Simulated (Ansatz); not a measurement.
Species: C3HO, charge 0, multiplicity 2. It need not be the lowest isomer of its formula. SMILES: O=c1[c]c1
Structure (B3LYP-D3(BJ)/def2-TZVP (Ansatz, a quantum-chemistry and plane-wave program) minimum search):
```
C
O 1 1.1862
C 1 1.4444 2 149.03
C 3 1.3287 1 62.86 2 -180.00
H 3 1.0798 4 153.24 1 180.00
```
Charge 0, spin multiplicity 2.

Computed values are from Ansatz. Correlated levels leave the core frozen unless marked. Open shells are spin-unrestricted. No spin-orbit coupling. No relativistic terms. Basis-set limits of correlation are two-point, X^-3; Hartree-Fock from the larger set. [CCSD(T)-MP2]/basis is that difference in the basis named.

Task: What is the T1 diagnostic at CCSD/cc-pVTZ?

Result: 0.023.

Task: What is the atomisation energy De at RI-MP2/CBS(cc-pVTZ,cc-pVQZ)+[CCSD(T)-MP2]/cc-pVTZ?

Result: 550.7 kcal/mol.

Task: What is the dipole moment at CCSD(T)/aug-cc-pVDZ?

Result: 2.82 D.

Task: What is the total energy at RI-MP2/CBS(cc-pVTZ,cc-pVQZ)+[CCSD(T)-MP2]/cc-pVTZ?

Result: -189.7560 Eh.
